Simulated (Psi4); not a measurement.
lithium hydride (HLi), singlet, geometry from GFN2-xTB (such geometries of metal compounds can be far from the true shape). Base run: B3LYP/6-311G** run with Psi4 1.11.

Geometry (Å):
```xyz
2

Li     0.0000     0.0000    -0.3436
H      0.0000     0.0000     1.0307
```
All else is at Psi4's defaults (density fitting).
Base energy -8.07883 Eh.

Each row names what was changed in the base input (with any setting that the change needs).

```json
[
 {"change": "base", "ΔE vs base (µEh)": "0.0", "SCF cycles": "6", "grid points": "44108", "basis functions": "24", "outcome": "converged"},
 {"change": "guess = gwh", "ΔE vs base (µEh)": "0.0", "SCF cycles": "7", "grid points": "44108", "basis functions": "24", "outcome": "converged"},
 {"change": "df_basis_scf = def2-universal-jkfit", "ΔE vs base (µEh)": "-6.0", "SCF cycles": "6", "grid points": "44108", "basis functions": "24", "outcome": "converged"},
 {"change": "dft_pruning_scheme = robust", "ΔE vs base (µEh)": "-0.2", "SCF cycles": "6", "grid points": "30350", "basis functions": "24", "outcome": "converged"},
 {"change": "dft_radial_points = 99", "ΔE vs base (µEh)": "0.0", "SCF cycles": "6", "grid points": "57828", "basis functions": "24", "outcome": "converged"},
 {"change": "dft_nuclear_scheme = stratmann", "ΔE vs base (µEh)": "0.3", "SCF cycles": "6", "grid points": "42224", "basis functions": "24", "outcome": "converged"},
 {"change": "scf_initial_accelerator = none", "ΔE vs base (µEh)": "0.0", "SCF cycles": "6", "grid points": "44108", "basis functions": "24", "outcome": "converged"},
 {"change": "scf_initial_accelerator = ediis", "ΔE vs base (µEh)": "0.0", "SCF cycles": "6", "grid points": "44108", "basis functions": "24", "outcome": "converged"},
 {"change": "df_basis_scf = cc-pvqz-jkfit", "ΔE vs base (µEh)": "-", "SCF cycles": "-", "grid points": "-", "basis functions": "24", "outcome": "input refused"},
 {"change": "dft_radial_scheme = becke", "ΔE vs base (µEh)": "0.0", "SCF cycles": "6", "grid points": "39461", "basis functions": "24", "outcome": "converged"},
 {"change": "puream = true", "ΔE vs base (µEh)": "0.0", "SCF cycles": "6", "grid points": "44108", "basis functions": "24", "outcome": "converged"},
 {"change": "damping_percentage = 20", "ΔE vs base (µEh)": "0.0", "SCF cycles": "14", "grid points": "44108", "basis functions": "24", "outcome": "converged"},
 {"change": "df_basis_scf = cc-pvtz-jkfit", "ΔE vs base (µEh)": "-", "SCF cycles": "-", "grid points": "-", "basis functions": "24", "outcome": "input refused"}
]
```

- df_basis_scf = cc-pvqz-jkfit: ended with `psi4.driver.qcdb.exceptions.BasisSetNotFound: BasisSet::construct: Unable to find a basis set for atom 1 for key JKFIT among:`
- df_basis_scf = cc-pvtz-jkfit: ended with `psi4.driver.qcdb.exceptions.BasisSetNotFound: BasisSet::construct: Unable to find a basis set for atom 1 for key JKFIT among:`
